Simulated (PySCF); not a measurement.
## Heteronuclear NMR

Atom-mapped SMILES (the numbers label the heavy atoms): `[CH2:1]=[CH:2]/[CH:3]=[CH:4]\[C:5]([F:6])([F:7])[C:8]([F:9])([F:10])[F:11]` (H(Xn): hydrogen on atom n). Ha(C1) is cis to C3; Hb(C1) is trans to C3.

PySCF 2.14 calculation with GFN2-xTB geometry and shielding tensors at PBE0/pcSseg-1 (GIAO); one averaged value for each set of equivalent atoms, no relativistic terms, a single conformation, gas phase.

Problem. Where does ¹⁹F resonate?

Solution. 
```json
{"atoms": "F9/F10/F11", "environment": "fluorine of a CF3 group", "σ (ppm)": "269.3", "δ (ppm)": "-82.4"}
{"atoms": "F6/F7", "environment": "fluorine of a CF2 group", "σ (ppm)": "302.0", "δ (ppm)": "-111.9"}
```

Shieldings were converted by a linear fit to measured shifts: ¹⁹F (scatter 6.0 ppm rms, 7.0 ppm with the 5 outliers that the fit left out vs CFCl3, solution or neat liquid, with a term for F on sp3 carbon). Occasional misses reach two or three times the rms, and more in compound classes unlike the fitted ones.

On a 500 MHz spectrometer ¹⁹F resonates near 470.5 MHz, so 1 ppm is 470.5 Hz.
